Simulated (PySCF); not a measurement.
Gas-phase reaction: ZnCl₂ + 4 H ⇌ ZnH₂ + 2 HCl. Level: M06-2X/def2-TZVP†; standard pressure 1 bar.

Method: PySCF energies plus ideal-gas RRHO corrections (1 bar). † marks an energy on the PBE0/def2-TZVP geometry and frequencies. Open shells (unrestricted): H (multiplicity 2); the rest are closed-shell singlets. Zn: all electrons, no relativistic terms. ZnH₂: computed as isolated molecules; such fragments, hydroxides, amides, oligomers or adducts are transient or little studied in the gas. The harmonic model lacks anharmonicity and excited electronic states, which grow with temperature; levels with a mode under 35 cm⁻¹ are left out. Soft modes under 120 cm⁻¹ make the harmonic entropy rough for ZnCl₂.

```csv
T (K),1000/T (1/K),log10 K
600,1.6667,42.77
800,1.2500,29.52
1000,1.0000,21.47
1200,0.8333,16.06
1400,0.7143,12.16
1600,0.6250,?
```

Task: Fit log10 K = a + b·(1000/T) to the five rows, get the mean ΔH° and ΔS°, and predict log10 K at 1600 K.

Result: Means: 1000/T = 1.0929, log10 K = 24.396. Sums of products about the means: Sxy = 18.41638, Sxx = 0.573287, so b = Sxy/Sxx = 32.12 and a = 24.396 − (32.12)×1.0929 = -10.71.
ΔH° = −R ln 10 × 1000 K × b = −19.145 × (32.12) = -615 kJ; ΔS° = R ln 10 × a = -205 J/K. The run's own values go from -606 kJ and -191 J/K at 600 K to -633 kJ and -219 J/K at 1600 K.
Prediction at 1600 K: -10.71 + (32.12)×0.6250 = 9.36. The computed value is 9.22, 0.14 from the line.
For scale, ΔH°(298 K) is -593 kJ at this level, -634 kJ at ωB97M-V/def2-TZVP†, and runs from -693 to -354 kJ over the 19 levels computed.
